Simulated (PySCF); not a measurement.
Input of a response calculation (the driver script's job line, then coordinates in Å):

```
{"job": {"kind": "uv", "xc": "CAM-B3LYP", "basis": "def2-SVPD", "ip": true, "nstates": 10}, "charge": 0, "multiplicity": 1}
As    -0.005066     0.005424     0.636838
H      1.268059    -0.030776    -0.202043
H     -0.606374     1.109473    -0.226521
H     -0.656620    -1.084130    -0.208273
```

Its output, with some lines taken out ([cut]) and without the SCF cycles:

```
converged SCF energy = -2237.5034911198

[cut]

Singlet excitations
state   eV       nm        f      main configurations
[cut]
  2   7.1672    173.0   0.07195   H->L+1 0.94
  3   7.1676    173.0   0.07197   H->L+2 0.94
  4   9.0940    136.3   0.00000   H-1->L+2 0.49, H-2->L+1 0.49
[cut]
[cut]
[cut]
  8   9.5302    130.1   0.00050   H->L+4 0.49, H->L+3 0.29
  9   9.7370    127.3   0.03040   H->L+5 0.66, H-2->L+2 0.17, H-1->L+1 0.17
 10  10.1034    122.7   0.49801   H-2->L+1 0.29, H-1->L+2 0.29, H->L+3 0.16

[cut]
Vertical ionisation energy (delta-SCF) = 10.4864 eV
```

Method: PySCF 2.14.0, density-fitted response routines, TDDFT CAM-B3LYP/def2-SVPD, vertical, gas phase, core orbitals frozen in the response. Isolated species at its PBE0-D3(BJ)/def2-SVP geometry, gas phase. Relativistic effects, spin–orbit coupling among them, are left out although an element past zinc is present.

Q: Restore the lines that were cut, in order.

A: 
```
Static polarisability (au): isotropic 34.625, principal 34.422 34.423 35.029
  1   6.8919    179.9   0.14800   H->L 0.99
  5   9.3627    132.4   0.09207   H-1->L 0.88
  6   9.3631    132.4   0.09201   H-2->L 0.88
  7   9.5302    130.1   0.00050   H->L+3 0.49, H->L+4 0.29
Triplet excitations (Tamm-Dancoff, eV): 5.8743 5.8746 6.4962 8.0066
```

Q: Give the mean polarisability in Å³.

A: 34.62 au × 0.148185 = 5.13 Å³.

Q: Give the energy of state 2 in hartree, cm⁻¹ and kJ/mol.

A: 0.26339 hartree, 57807 cm⁻¹, 691.5 kJ/mol.

Q: Which orbital energies lie behind H and L?

A: HOMO -9.10 eV and LUMO 1.13 eV, a gap of 10.23 eV; state 1 differs from that by -3.34 eV.

Q: Which species is it?

A: `[H][As]([H])[H]` (AsH3), point group C3v.

H and L stand for HOMO and LUMO.

Time: 2.9 s of wall time. Hardware: Arm Neoverse V2, one thread, shared host.
